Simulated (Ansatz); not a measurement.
Cost and result up the ladder for InH2(vinyl) (C₂H₅In) (8 atoms). Charge 0, multiplicity 1. Geometry: PBE-D4/def2-TZVP.

```xyz
8

In   -1.559    0.383    0.061
H    -2.911    0.478   -1.024
H    -1.700    0.750    1.757
C     0.397   -0.214   -0.609
C     1.431   -0.287    0.243
H     0.578   -0.470   -1.660
H     1.329   -0.049    1.307
H     2.436   -0.590   -0.076
```

Ansatz on 4 threads of Arm Neoverse V2 on a shared host. Times are rough, and most runs start from the orbitals of an earlier one. ωB97M-V/def2-TZVP serves as the yardstick here, not as an exact answer. Differences are given only for rows in sets of like size (and for xTB, whose basis is part of the method), since another set adds its own error. Binding counts from free atoms at the same level (In doublet, H doublet, C triplet; other spins of the atoms weren't run), without zero-point energy or a counterpoise term.

In the def2 sets In takes a core potential; there is no spin–orbit coupling. LC-ωPBE has ω = 0.4 bohr⁻¹. HSE06 is defined as in plane-wave codes, on full-range PBE exchange. Correlated methods freeze 6 core orbitals; core or outer-core shells of In are correlated, in sets that lack core-valence functions.

Correlated methods converge slowly with the basis.

```json
{"level": "PBE-D4/def2-SVP", "functions": "79", "wall time": "0.45 s", "binding energy per atom (eV)": "3.41", "difference from ωB97M-V/def2-TZVP (eV)": "–"}
{"level": "PBE0-D4/def2-SVP", "functions": "79", "wall time": "0.5 s", "binding energy per atom (eV)": "3.37", "difference from ωB97M-V/def2-TZVP (eV)": "–"}
{"level": "PBE-D4/def2-TZVP", "functions": "142", "wall time": "0.75 s", "binding energy per atom (eV)": "3.40", "difference from ωB97M-V/def2-TZVP (eV)": "0.03"}
{"level": "MP2/def2-TZVP", "functions": "142", "wall time": "0.75 s", "binding energy per atom (eV)": "3.24", "difference from ωB97M-V/def2-TZVP (eV)": "-0.13"}
{"level": "BLYP-D4/def2-TZVP", "functions": "142", "wall time": "0.9 s", "binding energy per atom (eV)": "3.33", "difference from ωB97M-V/def2-TZVP (eV)": "-0.04"}
{"level": "BHLYP-D4/def2-TZVP", "functions": "142", "wall time": "0.95 s", "binding energy per atom (eV)": "3.28", "difference from ωB97M-V/def2-TZVP (eV)": "-0.10"}
{"level": "HSE06-D4/def2-TZVP", "functions": "142", "wall time": "1 s", "binding energy per atom (eV)": "3.36", "difference from ωB97M-V/def2-TZVP (eV)": "-0.01"}
{"level": "LC-ωPBE/def2-TZVP", "functions": "142", "wall time": "1 s", "binding energy per atom (eV)": "3.36", "difference from ωB97M-V/def2-TZVP (eV)": "-0.01"}
{"level": "PBE0-D4/def2-TZVP (with forces)", "functions": "142", "wall time": "1.4 s", "binding energy per atom (eV)": "3.36", "difference from ωB97M-V/def2-TZVP (eV)": "-0.01"}
{"level": "r2SCAN-D4/def2-TZVP", "functions": "142", "wall time": "1.6 s", "binding energy per atom (eV)": "3.36", "difference from ωB97M-V/def2-TZVP (eV)": "-0.01"}
{"level": "ωB97M-V/def2-TZVP", "functions": "142", "wall time": "3.2 s", "binding energy per atom (eV)": "3.37", "difference from ωB97M-V/def2-TZVP (eV)": "0.00"}
{"level": "CCSD(T)/def2-TZVPP", "functions": "182", "wall time": "25 s", "binding energy per atom (eV)": "3.30", "difference from ωB97M-V/def2-TZVP (eV)": "-0.07"}
```
